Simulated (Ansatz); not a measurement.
Consider the ligand exchange at a B–S bond: `BSBS` + silanol → `[SiH3]OBS` + `BS`.

Program: Ansatz. Geometries: PBE0-D4/def2-TZVP. ΔE: electronic, gas phase. CCSD(T)/CBS adds triple-zeta CCSD(T) − MP2 to the extrapolated MP2 energy (def2 sets, frozen cores). This one scheme is used for every species. Functionals use def2-TZVPP. B3LYP here is the variant with VWN-RPA as its local correlation; programs differ in this. HSE06 is defined as in plane-wave codes. Each species was taken in one conformer, which may not be the lowest.

| level | ΔE (kJ/mol) | difference from CCSD(T)/CBS |
| --- | --- | --- |
| LDA (SPW92) | -66.2 | -3.4 |
| PBE-D4 | -59.3 | 3.5 |
| revPBE-D4 | -57.2 | 5.6 |
| BLYP-D4 | -70.3 | -7.5 |
| r2SCAN-D4 | -64.3 | -1.5 |
| B97M-V | -66.9 | -4.1 |
| PBE0-D4 | -60.8 | 2.0 |
| B3LYP-D4 | -71.3 | -8.5 |
| r2SCAN0-D4 | -64.7 | -1.9 |
| HSE06-D4 | -60.6 | 2.2 |
| BHLYP-D4 | -74.4 | -11.6 |
| ωB97X-V | -66.7 | -3.9 |
| ωB97M-V | -67.7 | -4.9 |
| B2PLYP | -67.6 | -4.8 |
| PBE-QIDH | -60.5 | 2.3 |
| PBE | -59.0 | 3.8 |
| revPBE | -56.4 | 6.4 |
| BLYP | -69.9 | -7.1 |
| PBE0 | -60.4 | 2.4 |
| B3LYP | -70.9 | -8.1 |
| r2SCANh | -64.2 | -1.4 |
| r2SCAN0 | -64.6 | -1.8 |
| HSE06 | -60.2 | 2.6 |
| BHLYP | -74.3 | -11.5 |
| CAM-B3LYP | -74.9 | -12.1 |
| LC-ωPBE | -64.0 | -1.2 |
| RPA@PBE/def2-TZVPP | -66.4 | -3.6 |
| HF/def2-SVP | -87.8 | -25.0 |
| MP2/def2-SVP | -75.3 | -12.5 |
| CCSD/def2-SVP | -81.5 | -18.7 |
| CCSD(T)/def2-SVP | -80.4 | -17.6 |
| HF/def2-TZVPP | -79.0 | -16.2 |
| MP2/def2-TZVPP | -58.9 | 3.9 |
| CCSD/def2-TZVPP | -68.0 | -5.2 |
| CCSD(T)/def2-TZVPP | -65.4 | -2.6 |
| HF/def2-QZVPP | -80.0 | -17.2 |
| MP2/def2-QZVPP | -57.8 | 5.0 |
| SCS-MP2/def2-QZVPP | -62.7 | 0.1 |
| HF/CBS(def2) | -80.2 | -17.4 |
| CCSD/CBS(def2) | -65.5 | -2.7 |
| CCSD(T)/CBS | -62.8 | 0 |

Largest T1 diagnostic among the species: 0.015.

At CCSD(T), def2-SVP lies −17.6 kJ/mol from the extrapolated value and def2-TZVPP −2.6 kJ/mol. In def2-TZVPP, CCSD(T) changes the Hartree–Fock value by +13.6 kJ/mol (the triples alone add +2.6 kJ/mol) and MP2 by +20.1 kJ/mol.
